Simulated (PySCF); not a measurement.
Magnetisability: `[NH3]->[Al]([Cl])([Cl])[Cl]`, AlCl3H3N

Geometry:
```json
{"atom": "Al1", "x (Å)": "-0.004", "y (Å)": "0.004", "z (Å)": "-1.095"}
{"atom": "N2", "x (Å)": "0.002", "y (Å)": "-0.004", "z (Å)": "1.057"}
{"atom": "H3", "x (Å)": "-0.947", "y (Å)": "0.033", "z (Å)": "1.420"}
{"atom": "H4", "x (Å)": "0.512", "y (Å)": "0.800", "z (Å)": "1.416"}
{"atom": "H5", "x (Å)": "0.448", "y (Å)": "-0.848", "z (Å)": "1.407"}
{"atom": "Cl6", "x (Å)": "2.025", "y (Å)": "-0.019", "z (Å)": "-1.404"}
{"atom": "Cl7", "x (Å)": "-1.000", "y (Å)": "1.773", "z (Å)": "-1.395"}
{"atom": "Cl8", "x (Å)": "-1.037", "y (Å)": "-1.740", "z (Å)": "-1.407"}
```

The calculation used GIAO KT1/def2-SVP magnetisability, rotational g tensor and spin-rotation constants, non-relativistic, gas phase in PySCF 2.14.0. Geometry: GFN2-xTB.

(1) How diamagnetic is it, and how anisotropic?

(2) Split it along the inertial axes a, b, c into diamagnetic and paramagnetic parts about the centre of mass, with the quadrupole moment.

(3) And the rotational g tensor?

## Answers

(1) Isotropic -1516 × 10⁻³⁰ J/T², or -91.3 × 10⁻⁶ cm³/mol; principal values -1522, -1522, -1503 × 10⁻³⁰ J/T², anisotropy 19 × 10⁻³⁰ J/T² (root of half the summed squared differences of the principal values). The susceptibility is in cgs units.

(2) 
```
axis  χ (10⁻⁶ cm³/mol)  diamagnetic (10⁻⁶ cm³/mol)  paramagnetic (10⁻⁶ cm³/mol)  summed x² of all electrons (Å²)  quadrupole Θ (D Å)
   a             -91.7                      -778.4                        686.8                            118.9               -8.92
   b             -91.7                      -778.4                        686.8                            118.9               -8.92
   c             -90.5                     -1009.1                        918.6                             64.6              +17.84
```
Anisotropies 2χaa − χbb − χcc = -1.1 and 2χbb − χaa − χcc = -1.1 × 10⁻⁶ cm³/mol. Θ is traceless in Buckingham's convention.

(3) 
| axis | rotational constant (GHz) | g | nuclear part | electronic part |
| --- | --- | --- | --- | --- |
| a | 1.6272 | +0.0005 | 0.5255 | -0.5250 |
| b | 1.6243 | +0.0005 | 0.5246 | -0.5241 |
| c | 1.1627 | -0.0089 | 0.4929 | -0.5018 |

Oblate top; isotopes 27Al, 35Cl, 1H, 14N; no vibrational averaging.
